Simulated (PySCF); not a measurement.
Start geometry of `[F][Mo-]([F])([F])([F])=[S]` ([MoSF4]-) [radical] from GFN2-xTB (Å):
```
atom  x, y, z in Å
Mo1   -0.0004   -0.0002    0.0381
S2     0.0054   -0.0083    2.1903
F3     1.8191    0.0144   -0.5605
F4    -0.0136    1.8220   -0.5505
F5    -1.8204   -0.0092   -0.5537
F6     0.0100   -1.8187   -0.5638
```

Question: What comes out of this run: PBE0-D3(BJ)/def2-SVP geometry optimisation, gas phase, def2 core potentials past Kr (PySCF 2.14.0)?

Answer: 
```
atom  x, y, z in Å
Mo1    0.000    0.000    0.055
S2     0.005   -0.009    2.174
F3     1.794    0.004   -0.562
F4    -0.003    1.798   -0.550
F5    -1.797    0.000   -0.553
F6     0.001   -1.793   -0.564
```

The energy falls by 0.037 eV over 5 energy and gradient evaluations, the largest force component goes from 0.0195 to 1.9e-04 Eh/bohr, and the atoms move by 0.022 Å rms after alignment. The bond that changes most is Mo1–S2 (ends: molybdenum bonded to 4 F and S; sulfur bonded to Mo), which shortens by 0.033 Å. Bonds longer at the end by more than 0.005 Å: 0 of 5; shorter: 5. Rotational constants go from 2008, 1695, 1695 to 2063, 1729, 1728 MHz. The orientation of the end geometry is arbitrary; only internal coordinates are fixed.

The run used 105 basis functions and 45 SCF cycles in all. The run took 41 s wall on Arm Neoverse V1, one thread, no GPU, shared host.

Not checked by PBE0-D3(BJ)/def2-SVP frequencies. ⟨S²⟩ = 0.760 (exact for a doublet: 0.75). The geometry's basis has no diffuse functions, a weakness for an anion.

Neither the SCF state along the optimisation nor the shape of the open-shell metal species was proved the lowest: other solutions of the same spin, or a structure of lower symmetry, can lie below.
